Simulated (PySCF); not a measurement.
From a log to its input

A PySCF 2.14 run on the atoms Ga 0 0 0; Se 0 0 2.783 (angstrom) printed this (some set-up lines and the per-cycle HOMO/LUMO lines with their warnings removed):

```
PySCF version 2.14.0


nuclear repulsion = 23.9584364268487
point group symmetry = Coov
symmetry origin: [0.         0.         2.75091793]
symmetry axis x: [1. 0. 0.]
symmetry axis y: [0. 1. 0.]
symmetry axis z: [0. 0. 1.]
num. orbitals of irrep A1 = 15
num. orbitals of irrep E1x = 9
num. orbitals of irrep E1y = 9
num. orbitals of irrep E2x = 3
num. orbitals of irrep E2y = 3
number of shells = 15
number of NR pGTOs = 82
number of NR cGTOs = 39
basis = sbkjc
ecp = {'Ga': 'sbkjc', 'Se': 'sbkjc'}

******** <class 'pyscf.dft.uks_symm.SymAdaptedUKS'> ********
method = SymAdaptedUKS
initial guess = minao
damping factor = 0
level_shift factor = 0
DIIS = <class 'pyscf.scf.diis.CDIIS'>
SCF conv_tol = 1e-09
SCF max_cycles = 50
number electrons alpha = 14  beta = 12
XC functionals = wb97x
    J.-D. Chai and M. Head-Gordon.,  J. Chem. Phys. 128, 084106 (2008)

grids dens level: 3
Freeze 0 electrons in irreps []
    26 free electrons in irreps A1 E1x E1y E2x E2y
tot grids = 41328
init E= -258.091527431685

cycle= 1 E= -210.061734866997  delta_E=   48  |g|= 10.6  |ddm|= 7.85

cycle= 2 E= -225.509412421887  delta_E= -15.4  |g|= 9.09  |ddm|= 11.9

cycle= 3 E= -266.41142337598  delta_E= -40.9  |g|= 1.84  |ddm|=  8.3

cycle= 4 E= -261.401549364841  delta_E= 5.01  |g|= 2.58  |ddm|= 3.38
cycle= 5 E= -264.822961722732  delta_E= -3.42  |g|= 2.09  |ddm|= 1.62
cycle= 6 E= -265.546583576091  delta_E= -0.724  |g|= 1.95  |ddm|= 0.438
cycle= 7 E= -265.998355287766  delta_E= -0.452  |g|=  1.8  |ddm|= 0.289
cycle= 8 E= -267.097467941412  delta_E= -1.1  |g|= 0.773  |ddm|= 1.11
cycle= 9 E= -267.371766221265  delta_E= -0.274  |g|= 0.129  |ddm|= 0.782
cycle= 10 E= -267.403509356243  delta_E= -0.0317  |g|= 0.0359  |ddm|= 0.312
cycle= 11 E= -267.407034511314  delta_E= -0.00353  |g|= 0.0109  |ddm|= 0.128
cycle= 12 E= -267.407523130247  delta_E= -0.000489  |g|= 0.00345  |ddm|= 0.0579
cycle= 13 E= -267.407575872765  delta_E= -5.27e-05  |g|= 0.00108  |ddm|= 0.0212
cycle= 14 E= -267.407580416063  delta_E= -4.54e-06  |g|= 0.000253  |ddm|= 0.00656
cycle= 15 E= -267.407580630899  delta_E= -2.15e-07  |g|= 4.96e-05  |ddm|= 0.00137
cycle= 16 E= -267.407580636924  delta_E= -6.02e-09  |g|= 1.23e-05  |ddm|= 0.000217
cycle= 17 E= -267.407580637156  delta_E= -2.32e-10  |g|= 4.28e-06  |ddm|= 3.83e-05
Extra cycle  E= -267.407580637163  delta_E= -6.65e-12  |g|= 3.11e-06  |ddm|= 4.76e-06
converged SCF energy = -267.407580637163  <S^2> = 2.0050883  2S+1 = 3.0033903
polarizability (a.u.)
Isotropic polarizability 41.1167636158
Polarizability anisotropy 37.5167451183
[[28.6112 -0.      0.    ]
 [-0.     28.6112 -0.    ]
 [ 0.     -0.     66.1279]]

WARN: System has nonzero charge 1; the dipole moment is origin-dependent.
Location of origin: [0. 0. 0.]

Dipole moment(X, Y, Z, Debye):  0.00000,  0.00000,  4.00286
orbital energies (hartree): [array([-0.6202, -0.6202, -0.5624, -0.1917, -0.1917, -0.1431]), array([-0.9735, -0.6986, -0.5356, -0.2981, -0.2981, -0.1854])]
```

Task: Write the input that gave this log.

Result: The input was:

```python
from pyscf import gto, dft
from pyscf.prop.polarizability import uhf as pol

mol = gto.M(
    atom='Ga 0 0 0; Se 0 0 2.783',
    basis='sbkjc',
    ecp={'Ga': 'sbkjc', 'Se': 'sbkjc'},
    charge=1,
    spin=2,
    symmetry=True,
    verbose=4,
)
mf = dft.UKS(mol, xc='wb97x')
mf.kernel()
print('polarizability (a.u.)')
print(pol.Polarizability(mf).polarizability().round(4))
mf.dip_moment()
print('orbital energies (hartree):', [e[max(0, n-3):n+3].round(4) for e, n in zip(mf.mo_energy, mol.nelec)])
```

The bond length is a typed value, not an optimised one. The dipole of an ion depends on the origin. No search for the lowest solution was made.
